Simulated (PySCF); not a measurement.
## Assignment exercise: C8H7N

Atoms are numbered as in `[CH3:1][c:2]1[cH:3][cH:4][cH:5][cH:6][c:7]1[C:8]#[N:9]`; H(Xn) means a hydrogen on atom n.

PySCF 2.14 calculation with NMR shieldings at B97-2/pcSseg-2/GIAO and structure optimised with PBE0-D3(BJ)/def2-TZVP; isolated molecule, relativity neglected, fast rotation and ring inversion assumed for equivalent nuclei, a single conformation.

References, each an isolated molecule treated in the same way: ¹³C (σ = 185.38 ppm) and ¹H (σ = 31.64 ppm) vs TMS.

Problem. Assign these signals to the numbered atoms. ¹³C{¹H} NMR (computed): δ 152.6 (C), 140.7 (CH), 138.7 (CH), 136.4 (CH), 132.1 (CH), 124.6 (C), 120.1 (C), 24.3 (CH3).

Solution. 
152.6 → C2, substituted aromatic carbon
140.7 → C6, aromatic CH
138.7 → C4, aromatic CH: the aromatic region
136.4 → C3, aromatic CH
132.1 → C5, aromatic CH
124.6 → C8, nitrile carbon: typical of a nitrile
120.1 → C7, substituted aromatic carbon
24.3 → C1, methyl carbon on an aromatic ring: saturated and bonded to C and H only

Problem. Assign these signals to the numbered atoms. ¹H NMR (600 MHz, computed): δ 7.89 (d, 1H), 7.67 (m, 1H), 7.54 (m, 1H), 7.49 (m, 1H), 2.64 (s, 3H).

Solution. 
7.89 → H(C6), hydrogen on an aromatic CH: it sits in the deshielding region of the aromatic ring current
7.67 → H(C4), hydrogen on an aromatic CH
7.54 → H(C3), hydrogen on an aromatic CH
7.49 → H(C5), hydrogen on an aromatic CH
2.64 → H(C1), hydrogen on a methyl carbon on an aromatic ring: benzylic-type position, deshielded by the ring

H(C3) and H(C5) lie closer than the usual error of such a calculation, so a measured spectrum could show them in the other order.

Shifts are as computed. Against solution values, carbons near 30 ppm lie about +3 ppm off and those near 130 ppm about +7 ppm. Of 1309 compounds with measured shifts, 239 miss one by over three times the rms of a fit or turn the order of signals round; such compounds aren't used in these exercises. Multiplicities follow the n + 1 count of equivalent neighbours, as no J values were calculated; m marks all less simple cases, F and P coupling included.
